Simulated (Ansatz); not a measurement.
Question: Name a neutral molecule of C, O, Se, Si and H with LUMO energy (B3LYP/def2-TZVPP) between -1.50 and -1.20 eV and LUMO energy (PBE/def2-TZVPP) between -2.35 and -2.05 eV (Ansatz, PBE0-D4/def2-TZVP geometry).

Answer: `C[SiH2][Se]C=O` (-1.31 eV, -2.12 eV); `O=CC([SiH3])[SeH]` (-1.48 eV, -2.32 eV); `OC(=[Se])O[SiH3]` (-1.44 eV, -2.13 eV); `O=C(O)[SiH2][SeH]` (-1.34 eV, -2.10 eV). Other molecules can fit too; these were computed, each in one conformer that needn't be the lowest.

B3LYP here is the variant with VWN-RPA as its local correlation; programs differ in this.
